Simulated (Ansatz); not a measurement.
Reaction (substitution at a C–N bond): `CN[SiH2][SiH3]` + `FCN[SiH3]` → `CN([SiH3])CF` + `N[SiH2][SiH3]`

Program: Ansatz. Geometries: PBE0-D4/def2-TZVP. ΔE: electronic, gas phase. CBS: MP2 limit from def2 TZ/QZ plus the TZ coupled-cluster correction, frozen cores. This one scheme is used for every species. Functionals use def2-TZVPP. One conformer a species, not always the lowest.

`CN[SiH2][SiH3]`:

Z-matrix (Å, degrees):
```
C
N 1 1.448
H 1 1.093 2 109.5
H 1 1.093 2 110.8 3 -117.7
H 1 1.098 2 113.9 3 120.2
Si 2 1.722 1 122.6 3 -37.9
H 2 1.008 1 113.6 3 171.6
Si 6 2.354 2 115.3 1 -62.4
H 6 1.491 2 108.4 1 58.0
H 6 1.489 2 107.1 1 176.3
H 8 1.490 6 110.9 2 -61.9
H 8 1.490 6 111.2 2 177.7
H 8 1.491 6 110.9 2 57.6
```

`FCN[SiH3]`:

```xyz
10

F    -0.378    0.743    1.985
C     0.198   -0.343    1.310
N     0.660   -0.005    0.028
Si   -0.390    0.204   -1.335
H     1.014   -0.692    1.947
H    -0.582   -1.106    1.243
H     1.539    0.488    0.031
H     0.441    0.090   -2.560
H    -1.395   -0.886   -1.265
H    -1.107    1.508   -1.383
```

`CN([SiH3])CF`:

Cartesian coordinates in Å:
```
C 0.687 0.313 -1.267
N 0.207 -0.080 0.046
Si -0.481 1.118 1.093
C -0.094 -1.440 0.199
F -1.274 -1.813 -0.466
H -0.095 0.274 -2.033
H 1.078 1.333 -1.230
H 1.504 -0.345 -1.578
H -1.775 1.681 0.613
H 0.486 2.242 1.196
H -0.693 0.469 2.411
H 0.694 -2.066 -0.235
H -0.244 -1.686 1.252
```

`N[SiH2][SiH3]`:

```xyz
10

N    -0.103   -0.006   -1.787
Si    0.406    0.718   -0.307
Si   -0.389   -0.578    1.473
H     0.063   -0.987   -1.943
H    -0.018    0.510   -2.648
H    -0.173    2.089   -0.259
H     1.885    0.877   -0.140
H     0.049   -1.994    1.310
H    -1.875   -0.557    1.539
H     0.155   -0.072    2.763
```

(1) Is it downhill or uphill in electronic energy at CCSD(T)/CBS, and by how much? (Best estimate.)

(2) What do these levels give: PBE-D4, PBE0-D4, PBE, PBE0, HF/def2-TZVPP, SCS-MP2/def2-TZVPP, CCSD/def2-TZVPP, CCSD(T)/def2-TZVPP, HF/def2-QZVPP, MP2/def2-QZVPP, HF/CBS(def2), MP2/CBS(def2)? (Estimate.)

Largest T1 diagnostic among the species: 0.012.

## Answers

(1) Computed: Downhill: ΔE = -12.0 kJ/mol.

(2) Computed: PBE-D4 -9.2, PBE0-D4 -9.4, PBE -7.9, PBE0 -8.5, HF/def2-TZVPP -6.1, SCS-MP2/def2-TZVPP -12.1, CCSD/def2-TZVPP -11.4, CCSD(T)/def2-TZVPP -12.3, HF/def2-QZVPP -6.0, MP2/def2-QZVPP -13.7, HF/CBS(def2) -6.0, MP2/CBS(def2) -13.7 kJ/mol.

In def2-TZVPP, CCSD(T) changes the Hartree–Fock value by −6.2 kJ/mol (the triples alone add −0.9 kJ/mol) and MP2 by −7.9 kJ/mol.
